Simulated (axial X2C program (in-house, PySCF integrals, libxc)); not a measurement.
**Potential curves of KSb, 2c**

Computed with an axial X2C code built on PySCF integrals. Two-component (2c) means X2C with spin–orbit coupling and atomic mean-field two-electron Coulomb and Gaunt terms. Basis: Sb dyall-v3z [11s12p8d1f], K dyall-v3z [11s12p4d2f] (cores contracted in-house); Gaussian nuclei, density fitting, unrestricted open shells. Masses: Sb 120.904 u, K 38.964 u.

State: Ω = 1 (⟨Sz⟩ = 0.95, ⟨Lz⟩ = 0.05 at PBE0). Energies in kJ/mol from the fragments at the same level (Sb + K). Fits are polynomials in 1 − R0/R over 0.85 to 1.23 times the lowest point R0.

```csv
R (Å),PBE0,M06,PBE
2.8858,-87.14,-129.95,-92.51
3.0185,-104.75,-145.05,-110.18
3.1180,-112.26,-151.30,-117.87
3.2175,-116.10,-154.32,-122.02
3.3170,-117.07,-154.71,-123.39
3.4331,-115.54,-152.84,-122.42
3.5492,-111.87,-148.97,-119.37
3.6985,-105.10,-142.17,-113.49
3.8809,-94.98,-132.05,-104.48
4.1463,-79.12,-115.76,-90.08
```

Occupations by symmetry block were frozen at the best pattern of an incomplete PBE0 search. De is counted from the lowest determinant-based energies of the atoms at the same level, without counterpoise correction. Density functionals use the spin component along the axis (collinear). PBE0 can misorder states that lie within some tenths of an eV, so this need not be the ground state of the molecule. The nearest other 2c determinant of the search, Ω = 2, lies 0.37 eV up at the distance of the search. Without a current term, density functionals place determinants with orbital angular momentum somewhat too high. With several unpaired electrons one determinant need not be a pure state. Open-shell Ω = 0 determinants with evenly filled partner blocks cannot be reached by this program, so the Ω shown need not be the lowest component. This is the Ω = 1 component of a π² triplet; the 0⁺ component is not one determinant and can lie lowest.

Task: What are Re, ωe and De at the PBE0 level?

Result: At PBE0, 2c: Re = 3.308 Å, ωe ≈ 146 cm⁻¹, De = 1.21 eV to Sb + K; Be follows as 0.0523 cm⁻¹.

Task: Fit the M06 curve near its minimum: give the equilibrium distance, the harmonic wavenumber and the well depth.

Result: At M06, 2c: Re = 3.286 Å, ωe ≈ 143 cm⁻¹, De = 1.60 eV to Sb + K; Be follows as 0.053 cm⁻¹.

Task: What are Re, ωe and De at the PBE level?

Result: At PBE, 2c: Re = 3.329 Å, ωe ≈ 140 cm⁻¹, De = 1.28 eV to Sb + K; Be follows as 0.0516 cm⁻¹.
